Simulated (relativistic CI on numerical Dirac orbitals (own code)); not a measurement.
d9 in a ligand field

Computed with a parametric ligand-field model of a d^n configuration (Racah B and C, spin-orbit zeta, crystal field), exact diagonalisation.

Field parameters in Wybourne normalisation: D3d B²₀ = −7Dσ, B⁴₀ = −14Dq − 21Dτ, B⁴₃ = −14√(10/7) Dq; D4h B²₀ = −7Ds, B⁴₀ = 21(Dq − Dt), B⁴₄ = 21√(5/14) Dq; Oh B⁴₀ = 21Dq, B⁴₄ = √(5/14) B⁴₀; Td as Oh with Dq negative (B⁴₀ = 21Dq, B⁴₄ = √(5/14) B⁴₀). The field is a parameter set, without covalency.

(1) Ground term and bands for B = 770, C = 3300, ζ = 0 cm⁻¹, Td, 10Dq = -2450 cm⁻¹?

(2) Ground term and bands for B = 1040, C = 5070, ζ = 0 cm⁻¹, D4h, 10Dq = 21550, Ds = -1500, Dt = -80 cm⁻¹?

(3) Ground term and bands for B = 650, C = 2770, ζ = 0 cm⁻¹, D3d, 10Dq = 19550, Dσ = 760, Dτ = -110 cm⁻¹?

(4) Ground term and bands for B = 500, C = 2380, ζ = 0 cm⁻¹, D4h, 10Dq = 18750, Ds = 3000, Dt = 560 cm⁻¹?

(5) Ground term and bands for B = 840, C = 4350, ζ = 0 cm⁻¹, Oh, 10Dq = 5000 cm⁻¹?

Results:

(1) Ground term 2T2 with 4.00 electrons in the two orbitals of the cubic e set. Spin-allowed: 2E 2450 cm⁻¹. Lowest spin-forbidden: none.

(2) Ground term 2A1 with 3.00 electrons in the two orbitals of the cubic e set. Spin-allowed: 2B1 6400 cm⁻¹ (1562 nm), 2E 23850 cm⁻¹ (419 nm), 2B2 27950 cm⁻¹ (358 nm). Lowest spin-forbidden: none.

(3) Ground term 2E with 3.01 electrons in the two orbitals of the cubic e set. Spin-allowed: 2E 18797 cm⁻¹ (532 nm), 2A1 20248 cm⁻¹ (494 nm). Lowest spin-forbidden: none.

(4) Ground term 2B1 with 3.00 electrons in the two orbitals of the cubic e set. Spin-allowed: 2A1 14800 cm⁻¹ (676 nm), 2B2 18750 cm⁻¹ (533 nm), 2E 24950 cm⁻¹ (401 nm). Lowest spin-forbidden: none.

(5) Ground term 2E with 3.00 electrons in the two orbitals of the cubic e set. Spin-allowed: 2T2 5000 cm⁻¹ (2000 nm). Lowest spin-forbidden: none.
